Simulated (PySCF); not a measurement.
Predicted spectroscopic data

[PySCF 2.14: σ from GIAO-PBE0/pcSseg-1; GFN2-xTB geometry; in vacuum; non-relativistic Hamiltonian; equivalent nuclei averaged; one conformer]

Referencing at the same level of theory: TMS for 1H (σref 31.72), 13C (σref 186.93). Splittings of carbon signals by F and P are missing where no couplings were computed. Where no couplings were computed, multiplicities follow the n + 1 count of equivalent neighbours, and m marks all less simple cases (inequivalent or close neighbours, rings, F or P nearby). Shifts are as computed. Against solution values, carbons near 30 ppm lie about +3 ppm off and those near 130 ppm about +5 ppm. Of 1211 compounds with measured shifts, 218 miss one by over three times the rms of a fit or turn the order of signals round; such compounds aren't used in these exercises.

**1.** SMILES C[C@@H](F)[SiH2]N(C)C, C4H12FNSi. 1H NMR (500 MHz, computed): δ 5.04 (m, 1H), 4.87 (m, 1H), 4.39 (m, 1H), 2.66 (s, 6H), 1.61 (m, 3H). 13C{1H} NMR (computed): δ 90.6, 41.4, 20.2.

**2.** SMILES C1([C@@H](C)C#N)=C(C#N)C1=C, C8H6N2. 1H NMR (500 MHz, computed): δ 4.75 (br s, 1H), 4.48 (br s, 1H), 3.67 (q, 1H), 1.86 (d, 3H). 13C{1H} NMR (computed): δ 160.2, 123.7, 123.0, 119.3, 112.9, 74.3, 25.5, 18.2.

**3.** `CC(=O)C#CC(F)=C(F)F`, C6H3F3O. 1H NMR (500 MHz, computed): δ 2.47 (s, 3H). 13C{1H} NMR (computed): δ 184.6 (C), 176.5 (C), 123.6 (C), 112.9 (C), 81.2 (C), 35.4 (CH3).
